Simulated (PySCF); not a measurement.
F₄V, doublet, at a GFN2-xTB geometry (such geometries of metal compounds can be far from the true shape) (the multiplicity is a formal guess); HF/STO-3G (PySCF).

PySCF was given this input:
```python
from pyscf import gto, scf

mol = gto.Mole()
mol.atom = '''
    V    -0.00000000    0.00000000    0.00000000
    F     0.75441976    0.94774271   -1.10596620
    F     0.39850250   -1.08701205    1.16194974
    F    -0.66330498   -1.06340261   -1.05817203
    F    -0.48961727    1.20267195    1.00218849
'''
mol.basis = 'sto-3g'
mol.spin = 1
mol.verbose = 4
mol.build()

mf = scf.UHF(mol)
mf.kernel()
```

Output, abridged:

```
PySCF version 2.14.0

[INPUT] verbose = 4
[INPUT] num. atoms = 5
[INPUT] num. electrons = 59
[INPUT] charge = 0
[INPUT] spin (= nelec alpha-beta = 2S) = 1
[INPUT] symmetry False subgroup None
[INPUT] Mole.unit = angstrom
[INPUT] Symbol           X                Y                Z      unit          X                Y                Z       unit  Magmom
[INPUT]  1 V      0.000000000000   0.000000000000   0.000000000000 AA    0.000000000000   0.000000000000   0.000000000000 Bohr   0.0
[INPUT]  2 F      0.754419760000   0.947742710000  -1.105966200000 AA    1.425646729360   1.790974158453  -2.089973221026 Bohr   0.0
[INPUT]  3 F      0.398502500000  -1.087012050000   1.161949740000 AA    0.753060584954  -2.054155068602   2.195766779110 Bohr   0.0
[INPUT]  4 F     -0.663304980000  -1.063402610000  -1.058172030000 AA   -1.253464749260  -2.009539693048  -1.999655329375 Bohr   0.0
[INPUT]  5 F     -0.489617270000   1.202671950000   1.002188490000 AA   -0.925242546157   2.272720603197   1.893861771291 Bohr   0.0

nuclear repulsion = 364.735358220646
number of shells = 20
number of NR pGTOs = 114
number of NR cGTOs = 38
basis = sto-3g
ecp = {}

******** <class 'pyscf.scf.uhf.UHF'> ********
method = UHF
initial guess = minao
damping factor = 0
level_shift factor = 0
DIIS = <class 'pyscf.scf.diis.CDIIS'>
diis_start_cycle = 1
diis_space = 8
diis_damp = 0
SCF conv_tol = 1e-09
SCF conv_tol_grad = None
SCF max_cycles = 50
direct_scf = True
direct_scf_tol = 1e-13
number electrons alpha = 30  beta = 29
Set gradient conv threshold to 3.16228e-05
init E= -1324.06016153833

cycle= 1 E= -1325.18385004163  delta_E= -1.12  |g|= 0.718  |ddm|= 2.29
cycle= 2 E= -1325.19255699716  delta_E= -0.00871  |g|= 0.873  |ddm|= 1.61
cycle= 3 E= -1325.55757529603  delta_E= -0.365  |g|= 0.057  |ddm|= 0.69
cycle= 4 E= -1325.56405089368  delta_E= -0.00648  |g|= 0.0214  |ddm|= 0.207
cycle= 5 E= -1325.56501793428  delta_E= -0.000967  |g|= 0.00356  |ddm|= 0.108
cycle= 6 E= -1325.56504025294  delta_E= -2.23e-05  |g|= 0.00176  |ddm|= 0.00902
cycle= 7 E= -1325.56504824303  delta_E= -7.99e-06  |g|= 0.000586  |ddm|= 0.00691
cycle= 8 E= -1325.56504900852  delta_E= -7.65e-07  |g|= 0.000134  |ddm|= 0.00234
cycle= 9 E= -1325.56504904934  delta_E= -4.08e-08  |g|= 2.9e-05  |ddm|= 0.000507
cycle= 10 E= -1325.56504905123  delta_E= -1.89e-09  |g|= 6.52e-06  |ddm|= 0.000121
cycle= 11 E= -1325.56504905132  delta_E= -8.55e-11  |g|= 1.8e-06  |ddm|= 2.06e-05
Extra cycle  E= -1325.56504905132  delta_E= -2.73e-12  |g|= 9.69e-07  |ddm|= 3.38e-06
converged SCF energy = -1325.56504905132  <S^2> = 0.75456127  2S+1 = 2.0045561
```
